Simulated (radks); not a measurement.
Question: The mean radii <r> (bohr) of the occupied orbitals of an atom or ion are listed with their occupations. All-electron calculation, non-relativistic Kohn-Sham, TPSS, spin-polarised, spherical densities, point nucleus; meta-GGA in the generalised Kohn-Sham scheme. Program: a radial shooting solver on a logarithmic mesh with Libxc functionals.

| orbital | occ. | <r> |
|---|---|---|
| 1s down | 1 | 0.01992 |
| 1s up | 1 | 0.01992 |
| 2s up | 1 | 0.08402 |
| 2s down | 1 | 0.08401 |
| 2p up | 3 | 0.07106 |
| 2p down | 3 | 0.07106 |
| 3s up | 1 | 0.2101 |
| 3s down | 1 | 0.2101 |
| 3p up | 3 | 0.2003 |
| 3p down | 3 | 0.2002 |
| 3d up | 5 | 0.1751 |
| 3d down | 5 | 0.1750 |
| 4s up | 1 | 0.4201 |
| 4s down | 1 | 0.4204 |
| 4p up | 3 | 0.4172 |
| 4p down | 3 | 0.4176 |
| 4d up | 2 | 0.4061 |

Name the element and its charge. Open shells, if any, are filled with parallel spins first.

Answer: Z = 76, osmium, charge +38: Os38+ in [Kr] 4d2. The 1s radius gives Z: for a bare nucleus <r> = 1.5/Z, 0.01974 bohr for Z = 76, and screening makes it slightly larger (0.01992 here). The occupations add up to 38, and the charge is Z minus that.
